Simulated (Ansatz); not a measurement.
Two shapes of singlet SF₆.

Shape 1:

```xyz
7

S    -0.0036    0.0084    0.0040
F     1.5846    0.0059    0.0071
F    -1.5737   -0.0072   -0.0004
F     0.0091    1.5808   -0.0042
F     0.0012   -1.5876   -0.0071
F    -0.0038    0.0070    1.5746
F    -0.0032   -0.0093   -1.5787
```

Shape 2:

```xyz
7

S     0.0243    0.0435   -0.0043
F     1.5321   -0.0120   -0.0009
F    -1.5446   -0.0345    0.0028
F    -0.0106    1.6172    0.0324
F    -0.0453   -1.5864   -0.0203
F    -0.0121    0.0430    1.5582
F     0.0309   -0.0065   -1.6194
```

Basis set: STO-3G (spherical functions). Left uncorrelated: 11 orbitals. Charge 0, multiplicity 1.

Computed with Ansatz (development build ahead of 0.2.0); each method stands on the lowest determinant of its kind that the runs found.

(1) Which shape is lower in energy, and by how much in each method?

Results:

(1)

| method | E(2) − E(1) (eV) |
| --- | --- |
| RHF | 0.401 |
| RHF-MP2 | 0.415 |

Shape 1 is lower.
